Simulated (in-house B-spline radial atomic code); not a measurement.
Configurations of the rubidium ion Rb⁺, with energies counted from [Ar] 3d10 4s2 4p6. Method: Dirac-Hartree-Fock, average of configuration, Fermi nucleus of rms radius 4.2036 fm. Calculated with an all-electron radial atomic-structure program (B-spline basis). Energies include first-order Breit, QED and recoil terms.

Occupations are held fixed; configurations that lie above the ionisation limit could autoionise.

| configuration | E - E(ref) (eV) | highest orbital | its <r> (bohr) |
| --- | --- | --- | --- |
| [Ar] 3d10 4s2 4p5 5f1 | 24.38 | 5f5/2 | 15.59 |
| [Ar] 3d10 4s2 4p5 6f1 | 25.049 | 6f5/2 | 23.79 |
| [Ar] 3d10 4s2 4p5 8f1 | 25.715 | 8f5/2 | 44.71 |
| [Ar] 3d10 4s1 4p6 5g1 | 44.772 | 5g9/2 | 13.75 |
| [Ar] 3d10 4s1 4p6 8p1 | 45.305 | 8p3/2 | 24.47 |
| [Ar] 3d10 4s1 4p6 6f1 | 45.428 | 6f5/2 | 23.77 |
| [Ar] 3d9 4s2 4p6 5f1 | 120.84 | 5f5/2 | 15.6 |
| [Ar] 3d9 4s2 4p6 6g1 | 121.52 | 6g9/2 | 22 |
| [Ne] 3s2 3p5 3d10 4s2 4p6 5f1 | 255.45 | 5f5/2 | 15.59 |
| [Ne] 3s2 3p5 3d10 4s2 4p6 5g1 | 255.46 | 5g9/2 | 13.75 |

(1) Order these further configurations by energy, lowest first.
A. [Ne] 3s2 3p5 3d10 4s2 4p6 8f1
B. [Ar] 3d10 4s2 4p5 5s1
C. [Ar] 3d10 4s1 4p6 8d1
D. [Ar] 3d10 4s1 4p6 7p1
E. [Ne] 3s2 3p5 3d10 4s2 4p6 7d1

(2) How far above the reference does [Ne] 3s2 3p5 3d10 4s2 4p6 6d1 lie?

(3) How far above the reference does [Ar] 3d10 4s1 4p6 6d1 lie?

(4) How far above the reference does [Ar] 3d10 4s2 4p5 5g1 lie?

## Answers

(1) B (16.513 eV), D (44.533 eV), C (45.708 eV), E (255.9 eV), A (256.78 eV).

(2) 255.05 eV; its least bound orbital is 6d5/2 with <r> = 14.34 bohr.

(3) 44.392 eV; its least bound orbital is 6d5/2 with <r> = 14.55 bohr.

(4) 24.393 eV; its least bound orbital is 5g9/2 with <r> = 13.75 bohr.
